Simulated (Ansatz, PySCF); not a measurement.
HOSn, charge +1, multiplicity 1. Atoms are numbered in the order given.

```xyz
3

O      0.0000     0.0000    -1.5649
Sn     0.0000     0.0000     0.3010
H      0.0000     0.0000    -2.5290
```
Charge +1, spin multiplicity 1.

Coordinates come from a r2SCAN-D4/def2-TZVP optimisation. The isomer is the one that the SMILES or the coordinates give; other isomers of the formula were not compared. The def2 effective core potentials stand for the cores of Sn; spin–orbit coupling is left out.

Vertical ionisation energy (IE) and electron affinity (EA) in eV. Rows of orbital energies are one-electron estimates. Where ΔSCF, EOM or ADC give a negative EA the extra electron is unbound and the value depends on the basis.

```csv
level,IE,EA
"−ε(HOMO), −ε(LUMO), B3LYP/def2-TZVPD (PySCF)",15.16,8.71
"−ε(HOMO), −ε(LUMO), HF/def2-TZVPD (PySCF)",18.40,5.52
"−ε(HOMO), −ε(LUMO), PBE/def2-TZVPD (PySCF)",13.92,9.17
"ΔSCF, CAM-B3LYP/def2-TZVPD (Ansatz), final states of multiplicity 2 and 2",17.97,6.34
"ΔSCF, PBE/def2-TZVPD (Ansatz), final states of multiplicity 2 and 2",18.12,6.16
```

Task: What vertical singlet–triplet gap does ΔSCF give with CAM-B3LYP/def2-TZVPD (Ansatz, a quantum-chemistry and plane-wave program) and with PBE/def2-TZVPD (Ansatz)? (The exact figures need the calculation; the answer reports its results.)

Result: 5.15 and 5.08 eV (triplet above singlet where positive).
